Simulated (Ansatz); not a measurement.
A calculation with Ansatz (development build ahead of 0.2.0).

```yaml
crystal:
  periodic: [false, false, false]
  atoms:
    - { symbol: Mn, position_ang: [0.0, 0.0, 0.0] }
    - { symbol: Mn, position_ang: [0.0, 0.0, 3.4] }
basis:
  gaussian: { orbitals: pcseg-2 }
magnetization:
  spin_polarized: true
  initial_magnetization: 10
hamiltonian:
  xc: pbe0
```

The input is written out in the form of the current development build from the run's settings.

Results

- Converged: yes
- Total energy: -2301.56897 hartree
- Spin squared of the determinant: 30.023
- Stability test: minimum

Caution: other spin multiplicities were not run.
